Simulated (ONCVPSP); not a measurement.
PBEsol ONCV dataset for iron, scalar-relativistic all-electron reference.

ONCVPSP 4.0.1 was run on this input:

```
# ATOM AND REFERENCE CONFIGURATION
# atsym  z   nc   nv     iexc    psfile
  Fe 26.00    3    4  -116133      upf
#
#   n    l    f
    1    0    2.00
    2    0    2.00
    2    1    6.00
    3    0    2.00
    3    1    6.00
    3    2    6.00
    4    0    2.00
#
# PSEUDOPOTENTIAL AND OPTIMIZATION
# lmax
    2
#
#   l,   rc,      ep,       ncon, nbas, qcut
    0    1.40    0.00    3    6    8.20
    1    1.10    0.00    3    7   12.90
    2    1.75    0.00    5    9    7.40
#
# LOCAL POTENTIAL
# lloc, lpopt,  rc(5),   dvloc0
    4    5    0.90    2.00
#
# VANDERBILT-KLEINMAN-BYLANDER PROJECTORs
# l, nproj, debl
    0    2    1.30
    1    2    2.10
    2    2    1.80
#
# MODEL CORE CHARGE
# icmod, fcfact, rcfact
    3    3.50    1.20
#
# LOG DERIVATIVE ANALYSIS
# epsh1, epsh2, depsh
   -5.00    5.00    0.04
#
# OUTPUT GRID
# rlmax, drl
    6.00    0.01
#
# TEST CONFIGURATIONS
# ncnf
    4
# nvcnf
#   n    l    f
    4
    3    0    2.00
    3    1    6.00
    3    2    6.00
    4    0    1.00
#
    4
    3    0    2.00
    3    1    6.00
    3    2    6.00
    4    0    0.00
#
    4
    3    0    2.00
    3    1    6.00
    3    2    5.00
    4    0    0.00
#
    4
    3    0    2.00
    3    1    6.00
    3    2    6.50
    4    0    1.50
#
```

Command:

```bash
oncvpsp.x < Fe.dat > Fe.out
```

Resulting log (shortened: citation, most of the input echo, consistency checks and plot data are left out):

```
ONCVPSP  (Optimized Norm-Conservinng Vanderbilt PSeudopotential)
scalar-relativistic version 4.0.1

#   n    l    f        energy (Ha)
    1    0    2.00    -2.5693999E+02
    2    0    2.00    -3.0091854E+01
    2    1    6.00    -2.5650822E+01
    3    0    2.00    -3.4458496E+00
    3    1    6.00    -2.2021766E+00
    3    2    6.00    -2.7670153E-01
    4    0    2.00    -1.9517115E-01

Reference configufation results
  iterations    30
  all-electron total energy (Ha)   -1.27126255D+03

Begin loop to  construct optimized pseudo wave functions
and semi-local pseudopoentials for all angular momenta

Calculating optimized projector #   1

 for l=   0

    Fraction of norm inside rc  0.955964
    Optimizing pswf for qcut=   8.20 a_B^-1,  ecut=  33.65 Ha
    Residual kinetic energy error=  4.29D-06 Ha

    Energy error per electron        Cutoff
         Ha          eV             Ha
         0.01000     0.27211        9.08
         0.00100     0.02721       20.16
         0.00010     0.00272       26.41
         0.00001     0.00027       31.20

Calculating optimized projector #   2

 for l=   0

    Fraction of norm inside rc  0.046176
    Optimizing pswf for qcut=   8.20 a_B^-1,  ecut=  33.65 Ha
    Residual kinetic energy error=  3.12D-06 Ha

    Energy error per electron        Cutoff
         Ha          eV             Ha
         0.01000     0.27211        6.85
         0.00100     0.02721       16.08
         0.00010     0.00272       25.43
         0.00001     0.00027       30.96

WARNING wellstate: negative energy specified for n= 4 l=  1
WARNING scattering state with energy  0.25000000
WARNING will be used for the first projector

   Wellstate for l =  1  n =  4
     eigenvalue =   0.2500
     asymptotic potential =   0.7500
     half-point radius =  3.2737

Calculating optimized projector #   1

 for l=   1

    Fraction of norm inside rc  0.788371
    Optimizing pswf for qcut=  12.88 a_B^-1,  ecut=  83.01 Ha
    Residual kinetic energy error=  1.14D-07 Ha

    Energy error per electron        Cutoff
         Ha          eV             Ha
         0.01000     0.27211       25.39
         0.00100     0.02721       31.97
         0.00010     0.00272       39.61
         0.00001     0.00027       63.18

Calculating optimized projector #   2

 for l=   1

    Fraction of norm inside rc  0.050113
    Optimizing pswf for qcut=  12.88 a_B^-1,  ecut=  83.01 Ha
    Residual kinetic energy error=  2.56D-08 Ha

    Energy error per electron        Cutoff
         Ha          eV             Ha
         0.01000     0.27211       19.88
         0.00100     0.02721       27.41
         0.00010     0.00272       33.91
         0.00001     0.00027       56.47

   Wellstate for l =  2  n =  5
     eigenvalue =   1.5233
     asymptotic potential =   2.0233
     half-point radius =  4.1846

Calculating optimized projector #   1

 for l=   2

    Fraction of norm inside rc  0.848172
    Optimizing pswf for qcut=   7.41 a_B^-1,  ecut=  27.47 Ha
    Residual kinetic energy error=  2.78D-03 Ha

    Energy error per electron        Cutoff
         Ha          eV             Ha
         0.01000     0.27211       24.57
         0.00100     0.02721       50.79
         0.00010     0.00272       93.94
         0.00001     0.00027      104.83

Calculating optimized projector #   2

 for l=   2

    Fraction of norm inside rc  0.115748
    Optimizing pswf for qcut=   7.41 a_B^-1,  ecut=  27.47 Ha
    Residual kinetic energy error=  4.70D-03 Ha

    Energy error per electron        Cutoff
         Ha          eV             Ha
         0.01000     0.27211       25.41
         0.00100     0.02721       44.37
         0.00010     0.00272      109.56
         0.00001     0.00027      124.78

Construct Vanderbilt / Kleinmman-Bylander projectors

B matrix Hermiticity error, ll=   0
   1   2    2.9985E-04

  Orthonormal projector coefficients  1.0248E+01  1.6857E+00

B matrix Hermiticity error, ll=   1
   1   2    2.7600E-04

  Orthonormal projector coefficients  4.6368E+00  3.5900E-01

B matrix Hermiticity error, ll=   2
   1   2   -1.3742E-04

  Orthonormal projector coefficients -5.8266E+00 -2.9885E+00

Model core correction analysis
  based on d2Exc/dn_idn_j

d2excae - all-electron derivatives

   -4.217296D-02   -3.918022D-02   -2.825018D-02   -1.984781D-03
   -3.918045D-02   -3.754580D-02   -2.792542D-02   -2.421053D-03
   -2.825064D-02   -2.792568D-02   -2.561222D-02   -7.408759D-03
   -1.984731D-03   -2.420907D-03   -7.406860D-03   -3.176022D-02

d2excps - pseudofunction derivatives with no core correction

   -5.301177D-02   -4.293779D-02   -2.607139D-02   -2.912713D-03
   -4.293848D-02   -4.078980D-02   -2.804761D-02   -2.722083D-03
   -2.607142D-02   -2.804775D-02   -2.759440D-02   -7.070310D-03
   -2.913413D-03   -2.721969D-03   -7.068402D-03   -3.180692D-02

rms 2nd derivative error    3.277161E-03

rmatch, rhocmatch    0.4270   34.9615

Teter function model core charge with specified parameters

d2excps - pseudofunction derivatives with core correction

   -4.411677D-02   -4.009777D-02   -2.566128D-02   -2.312919D-03
   -4.009786D-02   -3.930668D-02   -2.781033D-02   -2.537955D-03
   -2.566141D-02   -2.781046D-02   -2.758544D-02   -7.042494D-03
   -2.312889D-03   -2.537828D-03   -7.040585D-03   -3.176641D-02

rms 2nd derivative error    1.284531E-03

Pseudoatom total energy -120.263913

Diagnostic tests using Vanderbilt-Kleinman-Bylander pseudopotentials
  1 or more projectors used as specified by nproj input data

   l    rcore       rmatch      e in        delta e   norm test  slope test

   0   1.4041599   1.4467932  -3.4458496   0.0000107   1.0001893   1.0001753
   0   1.4041599   1.4467932  -0.1951712   0.0000057   1.0000473   1.0000266

   1   1.1053437   1.1389043  -2.2021766  -0.0000014   1.0001497   1.0001857
   1   1.1053437   1.1389043   0.2500000   0.0000672   1.0003679   1.0003679

   2   1.7520313   1.8052267  -0.2767015  -0.0000012   1.0000901   1.0000980
   2   1.7520313   1.8052267   1.5232985   0.0000255   1.0001319   1.0001319

 Testing for bound ghosts
   n   l    E NL Schr. Eq   E Basis Diag.   E Cutoff

   1   0       -3.445839       -3.445839     65.20
   2   0       -0.195165       -0.084446     65.20

   2   1       -2.202178       -2.201829    182.29

   3   2       -0.276703       -0.275874    144.53

 Testing for highly-localized positive-energy ghosts
       l    <radius>/rc     E Basis Diag.   E Cutoff

Test configuration 0

   n   l     f        eae           eps        diff
   1   0  2.0000 -256.93999139
   2   0  2.0000  -30.09185367
   2   1  6.0000  -25.65082166
   3   0  2.0000   -3.44584960   -3.44583886    1.07D-05
   3   1  6.0000   -2.20217663   -2.20217805   -1.42D-06
   3   2  6.0000   -0.27670153   -0.27670278   -1.25D-06
   4   0  2.0000   -0.19517115   -0.19516543    5.73D-06

    Total energies and differences
      AE_ref= -1.27126255D+03  AE_tst= -1.27126255D+03  dif=  0.00D+00
      PS_ref= -1.20263913D+02  PS_tst= -1.20263913D+02  dif= -1.58D-12
      PSP excitation error=  1.58D-12

Test configuration 1

   n   l     f        eae           eps        diff
   1   0  2.0000 -257.25570167
   2   0  2.0000  -30.40051449
   2   1  6.0000  -25.96007877
   3   0  2.0000   -3.75938055   -3.76080088   -1.42D-03
   3   1  6.0000   -2.51620227   -2.51694780   -7.46D-04
   3   2  6.0000   -0.58740719   -0.58833161   -9.24D-04
   4   0  1.0000   -0.45300999   -0.45282277    1.87D-04

    Total energies and differences
      AE_ref= -1.27126255D+03  AE_tst= -1.27094116D+03  dif=  3.21D-01
      PS_ref= -1.20263913D+02  PS_tst= -1.19942577D+02  dif=  3.21D-01
      PSP excitation error=  5.52D-05

Test configuration 2

   n   l     f        eae           eps        diff
   1   0  2.0000 -257.62357978
   2   0  2.0000  -30.75760549
   2   1  6.0000  -26.31807394
   3   0  2.0000   -4.12224129   -4.12630799   -4.07D-03
   3   1  6.0000   -2.87930493   -2.88156108   -2.26D-03
   3   2  6.0000   -0.94389686   -0.94639262   -2.50D-03

    Total energies and differences
      AE_ref= -1.27126255D+03  AE_tst= -1.27034890D+03  dif=  9.14D-01
      PS_ref= -1.20263913D+02  PS_tst= -1.19350582D+02  dif=  9.13D-01
      PSP excitation error=  3.21D-04

Test configuration 3

   n   l     f        eae           eps        diff
   1   0  2.0000 -258.33564413
   2   0  2.0000  -31.49281204
   2   1  6.0000  -27.05119419
   3   0  2.0000   -4.80932649   -4.80759138    1.74D-03
   3   1  6.0000   -3.55721742   -3.55444649    2.77D-03
   3   2  5.0000   -1.58674070   -1.57795316    8.79D-03

    Total energies and differences
      AE_ref= -1.27126255D+03  AE_tst= -1.26909254D+03  dif=  2.17D+00
      PS_ref= -1.20263913D+02  PS_tst= -1.18095985D+02  dif=  2.17D+00
      PSP excitation error=  2.09D-03

Test configuration 4

   n   l     f        eae           eps        diff
   1   0  2.0000 -256.84981582
   2   0  2.0000  -29.98978589
   2   1  6.0000  -25.54988884
   3   0  2.0000   -3.35523664   -3.35663297   -1.40D-03
   3   1  6.0000   -2.11437228   -2.11482581   -4.54D-04
   3   2  6.5000   -0.20234432   -0.20374292   -1.40D-03
   4   0  1.5000   -0.17472796   -0.17423836    4.90D-04

    Total energies and differences
      AE_ref= -1.27126255D+03  AE_tst= -1.27128942D+03  dif= -2.69D-02
      PS_ref= -1.20263913D+02  PS_tst= -1.20291309D+02  dif= -2.74D-02
      PSP excitation error=  5.27D-04
```

The run took about 3.9 s on one core of a shared server CPU.
